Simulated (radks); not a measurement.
Task: Cr XXIV, 1 electrons, occupied as 1s1. Calculated with a radial shooting solver on a logarithmic mesh with Libxc functionals: Dirac Kohn-Sham, PW91, spin-unpolarised, spherical densities, finite nucleus; Fermi nuclear charge, rms radius 3.6452 fm. Some entries of the table are withheld. Estimate them.

| orbital | occ. | eigenvalue (hartree) | <r^2> (bohr^2) |
|---|---|---|---|
| 1s1/2 | 1 | (1) | (2) |
| 2s1/2 | 0 | -68.95762 | (3) |
| 2p1/2 | 0 | -68.50399 | (4) |
| 2p3/2 | 0 | -67.97155 | (5) |

Result: 
(1) 1s1/2 eigenvalue (hartree): -282.9528
(2) 1s1/2 <r^2> (bohr^2): 0.005160
(3) 2s1/2 <r^2> (bohr^2): 0.07325
(4) 2p1/2 <r^2> (bohr^2): 0.05269
(5) 2p3/2 <r^2> (bohr^2): 0.05368
